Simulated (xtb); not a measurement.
CdClHSe, SMILES [Cl][Cd][SeH]. All values are semi-empirical tight-binding results from xtb (GFN2-xTB unless named), good for trends rather than for accurate numbers. Geometry: GFN2-xTB. The values are those of a single conformer.

For metal compounds this method's bond lengths and energies can be far off.

| Item | Result |
|---|---|
| orbital gap | 2.92 eV |
| zero-point energy | 4.6 kcal/mol |
| G − E(el) at 298.15 K (modified RRHO) | -15.6 kcal/mol |
